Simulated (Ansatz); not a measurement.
Isolated molecules relaxed with PBE0-D4/def2-TZVP in Ansatz; ΔE leaves out vibrations. CCSD(T)/CBS adds triple-zeta CCSD(T) − MP2 to the extrapolated MP2 energy (def2 sets, frozen cores). This one scheme is used for every species, atoms too. Functionals use def2-TZVPP. HSE06 is defined as in plane-wave codes. No spin–orbit coupling; open shells (•) take unrestricted orbitals. Spin–orbit coupling would lower the free atoms: a little for C, O, Si. One conformer a species, not always the lowest.

Consider the atomization: `O[SiH2]C[SiH2]`• → C• + 7 H• + O• + 2 Si•.

`O[SiH2]C[SiH2]`•:

Z-matrix (Å, degrees):
```
Si
C 1 1.866
O 1 1.650 2 113.1
H 1 1.490 2 108.1 3 -122.9
H 1 1.483 2 110.0 3 117.1
Si 2 1.877 1 112.8 3 -168.9
H 2 1.097 1 109.3 3 -47.8
H 2 1.095 1 109.6 3 70.2
H 3 0.958 1 117.9 2 -69.9
H 6 1.490 2 112.5 1 -163.4
H 6 1.489 2 111.3 1 72.5
```

| level | ΔE (kcal/mol) |
| --- | --- |
| HSE06-D4 | 876.1 |
| ωB97X-V | 885.6 |
| revPBE | 851.3 |
| CCSD(T)/def2-TZVPP | 860.8 |

(1) What does CCSD(T)/CBS give? (An estimate is asked.)

(2) What do rigid-rotor, harmonic-oscillator terms from PBE0-D4/def2-TZVP frequencies (298.15 K, 1 bar) make of the CCSD(T)/CBS value? (Best estimate.)

Largest T1 diagnostic among the species: 0.012.

## Answers

(1) Computed: +883.8 kcal/mol. The listed levels differ from it by -7.7, 1.8, -32.5, -23.0 kcal/mol.

(2) The calculation gave: ΔZPE = -46.0 kcal/mol, ΔH = +848.8 kcal/mol, ΔS = 1101 J/(mol·K), ΔG = +770.3 kcal/mol. Open shells count their whole term as degenerate.

Leaving LDA and LC-ωPBE aside and taking each functional with its dispersion term where it has one, the values, not all of them listed here, spread over 21.3 kcal/mol, from BHLYP-D4 to ωB97X-V. LDA lies +110.6 kcal/mol from PBE without D4, its usual overbinding. From BLYP to BHLYP (50 % exact exchange), in def2-TZVPP and without D4, ΔE moves by −5.0 kcal/mol: exact exchange takes away binding that semilocal exchange gives to molecules.

For atomizations the MP2-based limit and the directly extrapolated one differ by several kJ/mol either way, and by 10 to 25 for some Ge, Se and Sn compounds, so smaller differences from it don't rank the levels.
